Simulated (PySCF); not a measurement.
Correlation energy of Ir (iridium, neutral)

[Xe] 4f14 5d7 6s1 7s1, high-spin 6F determinant (an excited configuration). All numbers are calculated (PySCF 2.14, scalar relativity by spin-free X2C-1e, in x2c-TZVPPall with one added diffuse shell each of s, p, d, f type (12s8p8d4f1g, 113 functions)). Frozen: [Xe] 4f14; 9 electrons correlated.

```json
{"level": "CCSD", "correlation energy (mhartree)": "-177.58"}
{"level": "(T)", "correlation energy (mhartree)": "-5.80"}
{"level": "CCSD(T)", "correlation energy (mhartree)": "-183.38"}
```

Diagnostics: T1 = 0.014, D1 = 0.0546, largest double amplitude 0.033.

Spin-orbit coupling, absent here, splits the open shell strongly. The outer electron is Rydberg-like, and this basis confines it to a smaller radius and binds it less than a complete one would.

Cost of the coupled-cluster step: roughly 60 core-seconds, for 9 correlated electrons.
